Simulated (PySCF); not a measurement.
Radial density of Ti⁺ (titanium, charge +1)

UHF, [Ar] 3d1 4s1 4p1, one real determinant (an excited configuration). Calculation: PySCF 2.14, in aug-cc-pwCVTZ (10s9p7d4f3g, 127 functions); no relativity, point nucleus.

| r (bohr) | 4πr²ρ (e/bohr) | 4πr²(ρα − ρβ) |
| --- | --- | --- |
| 0.00124 | 0.1308 | 0.0001 |
| 0.00209 | 0.3566 | 0.0002 |
| 0.00351 | 0.9478 | 0.0005 |
| 0.00591 | 2.413 | 0.0012 |
| 0.00994 | 5.721 | 0.0029 |
| 0.0167 | 12.03 | 0.0059 |
| 0.0281 | 20.74 | 0.0096 |
| 0.0473 | 26.03 | 0.0099 |
| 0.0795 | 21.93 | 0.0067 |
| 0.134 | 20.69 | 0.0274 |
| 0.225 | 28.07 | 0.0823 |
| 0.379 | 15.77 | 0.2072 |
| 0.637 | 8.162 | 0.7214 |
| 1.07 | 8.780 | 0.7850 |
| 1.80 | 1.969 | 0.5986 |
| 3.03 | 0.7969 | 0.7772 |
| 5.10 | 0.1800 | 0.1800 |
| 8.57 | 0.002526 | 0.0025 |

⟨L²⟩ = 8.24 against 12 for a pure F term, so this real determinant mixes terms.
